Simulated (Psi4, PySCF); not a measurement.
Interaction energy of N2 ··· C2H6O (SMILES N#N and COC). Monomers: optimised at B3LYP-D3(BJ) (def2-TZVP), held rigid. Orientation: a random orientation, not optimised. The monomers approach along the line of their centres of mass (distance R); nothing else relaxes.

Geometry at R = 3.87 Å (first 2 atoms: monomer A):
```
11

N      0.5455     0.0000     0.0000
N     -0.5455     0.0000     0.0000
C      3.1317    -0.0688     3.4555
O      2.1179    -0.8728     2.8973
C      2.5791    -1.6477     1.8143
H      3.9605    -0.6777     3.8411
H      3.5357     0.6378     2.7181
H      2.6894     0.4907     4.2783
H      3.3813    -2.3316     2.1226
H      1.7362    -2.2314     1.4475
H      2.9579    -1.0151     1.0003
``` The table gives interaction energies.

| R / Å | A | B | C |
|---|---|---|---|
| 3.27 | 10.18 | 17.15 | 31.71 |
| 3.50 | 0.04 | 4.71 | 14.87 |
| 3.69 | -3.18 | 0.12 | 7.72 |
| 3.87 | -4.12 | -1.80 | 4.00 |
| 4.09 | -3.92 | -2.53 | 1.66 |
| 4.27 | -3.29 | -2.51 | 0.72 |
| 4.60 | -2.06 | -2.01 | 0.02 |
| 4.91 | -1.25 | -1.49 | -0.15 |
| 5.36 | -0.67 | -0.92 | -0.16 |
| 6.04 | -0.34 | -0.46 | -0.11 |
| 7.09 | -0.16 | -0.19 | -0.06 |
| 8.37 | -0.07 | -0.08 | -0.03 |

Energies in kJ/mol.

Which curve belongs to which method? The methods are HF/aug-cc-pVDZ, counterpoise-corrected in Psi4 1.11; DF-MP2/aug-cc-pVDZ, frozen core, counterpoise-corrected in Psi4; restricted MP2 (frozen core)/3-21G, no counterpoise correction run with PySCF 2.14.0.

A is RMP2/3-21G; B is MP2/aug-cc-pVDZ; C is HF/aug-cc-pVDZ.
